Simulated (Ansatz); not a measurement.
Reaction (cleavage of the Si–Ge bond): `[OH][GeH2][SiH3]` + H₂Te → `[SiH3][TeH]` + `[OH][GeH3]`

Calculated with Ansatz (gas phase, PBE0-D4/def2-TZVP geometries, no zero-point term in ΔE). CBS: MP2 limit from def2 TZ/QZ plus the TZ coupled-cluster correction, frozen cores. Functionals use def2-TZVPP. B3LYP here is the variant with VWN-RPA as its local correlation; programs differ in this. HSE06 is defined as in plane-wave codes. def2 core potentials past Kr. For Ge, Te outer-core shells are correlated without core-valence functions, which leaves a few kJ/mol of doubt a bond. Scalar relativity is left out up to krypton. One conformer a species, not always the lowest.

`[OH][GeH2][SiH3]`:

Z-matrix (Å, degrees):
```
Ge
Si 1 2.389
O 1 1.791 2 109.9
H 1 1.536 2 113.0 3 115.2
H 1 1.546 2 111.3 3 -121.0
H 2 1.488 1 110.2 3 177.8
H 2 1.488 1 109.3 3 58.3
H 2 1.486 1 110.4 3 -61.5
H 3 0.960 1 112.4 2 -65.1
```

H₂Te:

Z-matrix (Å, degrees):
```
Te
H 1 1.656
H 1 1.656 2 90.4
```

`[SiH3][TeH]`:

```xyz
6

Si    0.615    0.012    0.207
Te   -1.868    0.130    0.408
H     1.139    1.083   -0.675
H     1.120    0.205    1.589
H     1.054   -1.308   -0.310
H    -2.061   -0.121   -1.220
```

`[OH][GeH3]`:

```xyz
6

O     1.367   -0.120   -0.022
Ge   -0.390    0.167   -0.116
H     1.595   -0.815    0.598
H    -0.535    1.294   -1.142
H    -0.929    0.589    1.264
H    -1.107   -1.115   -0.583
```

```json
{"level": "LDA (SPW92)", "ΔE (kJ/mol)": "-36.6", "difference from CCSD(T)/CBS": "10.6"}
{"level": "PBE-D4", "ΔE (kJ/mol)": "-38.1", "difference from CCSD(T)/CBS": "9.1"}
{"level": "revPBE-D4", "ΔE (kJ/mol)": "-38.7", "difference from CCSD(T)/CBS": "8.5"}
{"level": "BLYP-D4", "ΔE (kJ/mol)": "-37.7", "difference from CCSD(T)/CBS": "9.5"}
{"level": "PBE0-D4", "ΔE (kJ/mol)": "-42.6", "difference from CCSD(T)/CBS": "4.6"}
{"level": "B3LYP-D4", "ΔE (kJ/mol)": "-41.4", "difference from CCSD(T)/CBS": "5.8"}
{"level": "r2SCANh-D4", "ΔE (kJ/mol)": "-44.2", "difference from CCSD(T)/CBS": "3.0"}
{"level": "r2SCAN0-D4", "ΔE (kJ/mol)": "-46.2", "difference from CCSD(T)/CBS": "1.0"}
{"level": "HSE06-D4", "ΔE (kJ/mol)": "-42.8", "difference from CCSD(T)/CBS": "4.4"}
{"level": "BHLYP-D4", "ΔE (kJ/mol)": "-47.0", "difference from CCSD(T)/CBS": "0.2"}
{"level": "CAM-B3LYP-D4", "ΔE (kJ/mol)": "-41.7", "difference from CCSD(T)/CBS": "5.5"}
{"level": "ωB97X-V", "ΔE (kJ/mol)": "-43.7", "difference from CCSD(T)/CBS": "3.5"}
{"level": "ωB97M-V", "ΔE (kJ/mol)": "-44.8", "difference from CCSD(T)/CBS": "2.4"}
{"level": "B2PLYP", "ΔE (kJ/mol)": "-45.2", "difference from CCSD(T)/CBS": "2.0"}
{"level": "PBE-QIDH", "ΔE (kJ/mol)": "-48.6", "difference from CCSD(T)/CBS": "-1.4"}
{"level": "PBE", "ΔE (kJ/mol)": "-38.1", "difference from CCSD(T)/CBS": "9.1"}
{"level": "revPBE", "ΔE (kJ/mol)": "-38.6", "difference from CCSD(T)/CBS": "8.6"}
{"level": "BLYP", "ΔE (kJ/mol)": "-37.4", "difference from CCSD(T)/CBS": "9.8"}
{"level": "r2SCAN", "ΔE (kJ/mol)": "-43.1", "difference from CCSD(T)/CBS": "4.1"}
{"level": "PBE0", "ΔE (kJ/mol)": "-42.8", "difference from CCSD(T)/CBS": "4.4"}
{"level": "B3LYP", "ΔE (kJ/mol)": "-41.3", "difference from CCSD(T)/CBS": "5.9"}
{"level": "r2SCANh", "ΔE (kJ/mol)": "-44.5", "difference from CCSD(T)/CBS": "2.7"}
{"level": "HSE06", "ΔE (kJ/mol)": "-43.0", "difference from CCSD(T)/CBS": "4.2"}
{"level": "BHLYP", "ΔE (kJ/mol)": "-46.2", "difference from CCSD(T)/CBS": "1.0"}
{"level": "CAM-B3LYP", "ΔE (kJ/mol)": "-41.9", "difference from CCSD(T)/CBS": "5.3"}
{"level": "LC-ωPBE", "ΔE (kJ/mol)": "-43.8", "difference from CCSD(T)/CBS": "3.4"}
{"level": "HF/def2-SVP", "ΔE (kJ/mol)": "-53.8", "difference from CCSD(T)/CBS": "-6.6"}
{"level": "MP2/def2-SVP", "ΔE (kJ/mol)": "-51.0", "difference from CCSD(T)/CBS": "-3.8"}
{"level": "CCSD/def2-SVP", "ΔE (kJ/mol)": "-44.4", "difference from CCSD(T)/CBS": "2.8"}
{"level": "CCSD(T)/def2-SVP", "ΔE (kJ/mol)": "-43.6", "difference from CCSD(T)/CBS": "3.6"}
{"level": "HF/def2-TZVPP", "ΔE (kJ/mol)": "-52.8", "difference from CCSD(T)/CBS": "-5.6"}
{"level": "SCS-MP2/def2-TZVPP", "ΔE (kJ/mol)": "-50.2", "difference from CCSD(T)/CBS": "-3.0"}
{"level": "CCSD/def2-TZVPP", "ΔE (kJ/mol)": "-42.4", "difference from CCSD(T)/CBS": "4.8"}
{"level": "CCSD(T)/def2-TZVPP", "ΔE (kJ/mol)": "-42.1", "difference from CCSD(T)/CBS": "5.1"}
{"level": "HF/def2-QZVPP", "ΔE (kJ/mol)": "-53.7", "difference from CCSD(T)/CBS": "-6.5"}
{"level": "MP2/def2-QZVPP", "ΔE (kJ/mol)": "-55.7", "difference from CCSD(T)/CBS": "-8.5"}
{"level": "SCS-MP2/def2-QZVPP", "ΔE (kJ/mol)": "-53.5", "difference from CCSD(T)/CBS": "-6.3"}
{"level": "HF/CBS(def2)", "ΔE (kJ/mol)": "-53.8", "difference from CCSD(T)/CBS": "-6.6"}
{"level": "MP2/CBS(def2)", "ΔE (kJ/mol)": "-57.5", "difference from CCSD(T)/CBS": "-10.3"}
{"level": "CCSD/CBS(def2)", "ΔE (kJ/mol)": "-47.5", "difference from CCSD(T)/CBS": "-0.3"}
{"level": "CCSD(T)/CBS", "ΔE (kJ/mol)": "-47.2", "difference from CCSD(T)/CBS": "0"}
```

Largest T1 diagnostic among the species: 0.012.

From r2SCAN to r2SCAN0 (25 % exact exchange), in def2-TZVPP and without D4, ΔE moves by −3.3 kJ/mol. Leaving LDA and LC-ωPBE aside and taking each functional with its dispersion term where it has one, the values spread over 11.0 kJ/mol, from PBE-QIDH to BLYP-D4. At CCSD(T), def2-SVP lies +3.6 kJ/mol from the extrapolated value and def2-TZVPP +5.1 kJ/mol.
